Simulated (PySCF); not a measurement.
Compound: C6H15P.
Atom-mapped SMILES: `[CH3:1][PH:2][CH2:3][C:4]([CH3:5])([CH3:6])[CH3:7]` (hydrogens: H8, H9, H10 on C1; H11 on P2; H12, H13 on C3; H14, H15, H16 on C5; H17, H18, H19 on C6; H20, H21, H22 on C7)

Method: PBE0-D3(BJ)/def2-SVP geometry optimisation, gas phase (PySCF 2.14.0); density fitting, grid level 1; the optimiser is geomeTRIC in internal coordinates, started from a GFN2-xTB structure with every atom displaced at random (about 0.01 Å).

Step 0: E = -15737.3741 eV
```
atom  x, y, z in Å  |  force x, y, z in eV/Å
C1      3.2404    0.5067   -0.2356   -0.900   1.293  -0.003
P2      1.5074    1.1769   -0.5496    0.616  -0.379  -0.117
C3      0.5642   -0.3119    0.0686    1.234   0.526   0.737
C4     -0.9054   -0.2074   -0.0688   -2.384  -0.133  -0.020
C5     -1.3141   -0.1677   -1.5575    0.072   0.515   0.819
C6     -1.4491    1.0592    0.6263    0.540  -0.781  -0.188
C7     -1.5662   -1.4438    0.5840   -0.201   1.199  -0.575
H8      3.4832   -0.1912   -1.0154    0.306  -0.657  -0.543
H9      3.9238    1.3636   -0.2887    0.185  -0.041  -0.029
H10     3.2979    0.0620    0.7499    0.165  -0.393   0.441
H11     1.4435    1.9056    0.6588   -0.051   0.303   0.248
H12     0.8624   -0.4831    1.1299   -0.140  -0.084  -0.385
H13     0.9173   -1.1523   -0.5177    0.325  -0.589  -0.278
H14    -2.4028   -0.0419   -1.6604    0.022  -0.045  -0.026
H15    -1.0109   -1.0874   -2.0493    0.134  -0.366  -0.376
H16    -0.8139    0.6929   -2.0207   -0.025  -0.027  -0.317
H17    -1.1425    1.0766    1.6728    0.063   0.044   0.399
H18    -1.0448    1.9428    0.1448    0.106   0.584  -0.231
H19    -2.5331    1.0993    0.5833   -0.495   0.026  -0.053
H20    -1.2420   -2.3456    0.1141    0.561  -1.070  -0.466
H21    -1.3488   -1.4866    1.6336    0.276  -0.112   1.002
H22    -2.6508   -1.4277    0.4735   -0.408   0.187  -0.040
```

Step 1: E = -15737.5593 eV
```
atom  x, y, z in Å  |  force x, y, z in eV/Å
C1      3.2650    0.5245   -0.2202   -0.068  -0.184  -0.094
P2      1.5549    1.1715   -0.5415    0.020   0.033   0.109
C3      0.5829   -0.3001    0.0688   -0.219  -0.106  -0.169
C4     -0.9565   -0.2019   -0.0738    0.346   0.051  -0.025
C5     -1.3407   -0.1591   -1.5530    0.000  -0.107  -0.025
C6     -1.4653    1.0559    0.6292   -0.084   0.095   0.011
C7     -1.5778   -1.4345    0.5780    0.005  -0.247   0.085
H8      3.5257   -0.2067   -1.0082   -0.030   0.109   0.147
H9      3.9837    1.3519   -0.2819    0.058   0.053  -0.007
H10     3.3586    0.0383    0.7650    0.024   0.018  -0.067
H11     1.4600    1.9619    0.6506   -0.006  -0.015  -0.074
H12     0.8432   -0.5147    1.1161    0.050  -0.004   0.098
H13     0.9420   -1.1616   -0.5278   -0.037   0.066   0.067
H14    -2.4331   -0.0794   -1.6680   -0.007   0.004  -0.022
H15    -1.0119   -1.0786   -2.0693   -0.036   0.078   0.024
H16    -0.8766    0.6982   -2.0631    0.003   0.019  -0.009
H17    -1.1504    1.0826    1.6853   -0.013  -0.018  -0.006
H18    -1.0885    1.9722    0.1433   -0.019  -0.049   0.011
H19    -2.5675    1.0972    0.6033    0.053   0.012   0.009
H20    -1.2178   -2.3686    0.1062   -0.011   0.147   0.061
H21    -1.3394   -1.4884    1.6563   -0.006   0.021  -0.124
H22    -2.6749   -1.4219    0.4806   -0.024   0.023   0.001
```

**Question.** Estimate the geometry and energy of step 2. (The exact step hangs on the optimiser's Hessian estimate; all steps are aligned on step 1, rigid shifts and turns removed.)

**Answer.** E = -15737.5637 eV, largest force 0.123 eV/Å
```
atom  x, y, z in Å  |  force x, y, z in eV/Å
C1      3.2626    0.5212   -0.2255   -0.028   0.003  -0.016
P2      1.5515    1.1671   -0.5391    0.030  -0.002   0.004
C3      0.5793   -0.3024    0.0766   -0.088  -0.017  -0.015
C4     -0.9533   -0.2015   -0.0716    0.118   0.031  -0.005
C5     -1.3347   -0.1567   -1.5531   -0.014  -0.007   0.009
C6     -1.4693    1.0560    0.6319   -0.021   0.008   0.003
C7     -1.5773   -1.4377    0.5768   -0.041  -0.062   0.009
H8      3.5179   -0.2129   -1.0051   -0.004   0.005   0.009
H9      3.9834    1.3490   -0.2990    0.002  -0.002  -0.001
H10     3.3677    0.0415    0.7596    0.013   0.001   0.003
H11     1.4577    1.9682    0.6419   -0.001  -0.006  -0.003
H12     0.8416   -0.5125    1.1279    0.006   0.013  -0.004
H13     0.9370   -1.1650   -0.5140    0.006   0.002   0.016
H14    -2.4267   -0.0760   -1.6738    0.001   0.002   0.001
H15    -1.0060   -1.0715   -2.0722    0.000   0.002   0.000
H16    -0.8696    0.7030   -2.0595   -0.002   0.002  -0.001
H17    -1.1609    1.0784    1.6897   -0.002  -0.008   0.001
H18    -1.0905    1.9718    0.1499    0.002  -0.004  -0.002
H19    -2.5698    1.0983    0.6009    0.006  -0.002  -0.003
H20    -1.2102   -2.3643    0.1056    0.006   0.022   0.006
H21    -1.3398   -1.4901    1.6518    0.004   0.009  -0.011
H22    -2.6748   -1.4251    0.4761    0.007   0.009   0.001
```

The energy changes by -0.0044 eV. The first-order estimate −F·Δx gives -0.0076 eV and the mean of the old and new forces, exact on a quadratic surface, -0.0045 eV. The step makes an angle of 76° with the force vector and moves no atom by more than 0.017 Å.

The cost below is that of the whole optimisation. On Arm Neoverse V2, one thread, no GPU, shared host, this took 1.8 min and 0.90 GiB of memory at its peak.
